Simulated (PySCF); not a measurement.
# TDDFT excited states: C8H18N2Si

Si(vinyl)2(NMe2)2, C8H18N2Si.
SMILES: `C=C[Si](C=C)(N(C)C)N(C)C`

Level of theory: PySCF, TDDFT CAM-B3LYP/def2-SVPD, vertical, gas phase, core orbitals frozen in the response. Isolated species at its PBE0-D3(BJ)/def2-SVP geometry (one conformer only).

**Question.** What does the calculation give for the low-lying excited states?

**Answer.** 

```csv
state,E (eV),ν̃ (cm⁻¹),f,"main configurations (H = HOMO, L = LUMO)"
S1,5.09,41040,0.0024,H→L (95%)
S2,5.54,44640,0.0021,H-1→L (94%)
S3,5.91,47640,0.013,"H→L+1 (76%), H-1→L+3 (11%)"
S4,5.95,48010,0.011,"H→L+2 (73%), H-1→L+1 (12%)"
S5,6.12,49370,0.0044,"H-1→L+1 (42%), H→L+3 (31%), H→L+2 (12%)"
S6,6.44,51950,0.039,H-1→L+2 (80%)
S7,6.62,53400,0.199,"H-2→L (53%), H-4→L (25%), H-1→L+2 (11%)"
S8,6.78,54670,0.030,"H→L+4 (63%), H→L+3 (11%), H→L+6 (8%)"
S9,6.83,55060,0.021,"H→L+5 (28%), H→L+3 (12%), H→L+7 (10%)"
S10,6.87,55410,0.019,"H→L+3 (19%), H→L+5 (19%), H-1→L+1 (14%)"
```

Triplets, Tamm–Dancoff:

| state | E (eV) | λ (nm) | main configurations (H = HOMO, L = LUMO) |
| --- | --- | --- | --- |
| T1 | 4.18 | 296.4 | H-2→L (63%), H-3→L+2 (27%) |
| T2 | 4.27 | 290.1 | H-3→L (51%), H-2→L+2 (38%) |
| T3 | 4.93 | 251.3 | H→L (89%) |
| T4 | 5.44 | 227.9 | H-1→L (81%) |

The lowest singlet lies at 5.09 eV (244 nm, ultraviolet) and is very weak; its leading configuration is HOMO→LUMO (95%). The most intense listed level is S7 at 6.62 eV (187 nm, f = 0.199), 1.53 eV above S1. Löwdin shares by element: HOMO nitrogen 55%, carbon 9% or more (atoms not listed hold the other 35%); LUMO carbon 71% or more (atoms not listed hold the other 29%). Weighted by f, the mean energy of these states is 6.57 eV. The oscillator strengths of these states sum to 0.341; summed over the whole spectrum of an exact calculation they would give the number of electrons, 94 (Thomas–Reiche–Kuhn). Of the 10 states listed, 7 reach f = 0.01 and none stays under 0.0005. The window holds the lowest 10 singlets.
